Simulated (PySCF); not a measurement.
**Vibration and rotation of RbCa**

PBE0 constants of RbCa, ²Σ⁺ (doublet), unpaired electrons σ ↑ (PySCF, spin-free X2C with a Gaussian nucleus, basis sets Rb x2c-TZVPall, Ca x2c-TZVPall; masses 84.9118 and 39.9626 u):

```
ωe            : 60.1 cm⁻¹
ωexe          : 0.449 cm⁻¹
Be            : 0.031546 cm⁻¹
αe            : 0.000259 cm⁻¹
De to Rb + Ca : 0.212 eV
```

(1) What force constant and bond length do these constants imply?

(2) Estimate the centrifugal constant D from the Kratzer relation and find the Dunham coefficient a1.

The bond is weak. Basis-set superposition, not corrected here, can be much of De in a small basis, most of all at correlated wavefunction levels. Functionals without a dispersion term scatter widely for such bonds, and LDA overbinds them. Spin–orbit coupling is left out. The state is the lowest determinant that a PBE0 search found; another state may lie lower at other levels.

## Answers

(1) Reduced mass μred = 27.174 u; k = 5.8918×10⁻⁷·μred·ωe² (u, cm⁻¹, mdyn/Å) = 0.0578 mdyn/Å; Re = √(16.8576/(μred·Be)) (u, cm⁻¹, Å) = 4.435 Å.

(2) D = 4Be³/ωe² = 3.48e-08 cm⁻¹; a1 = −1 − αeωe/(6Be²) = -3.61.
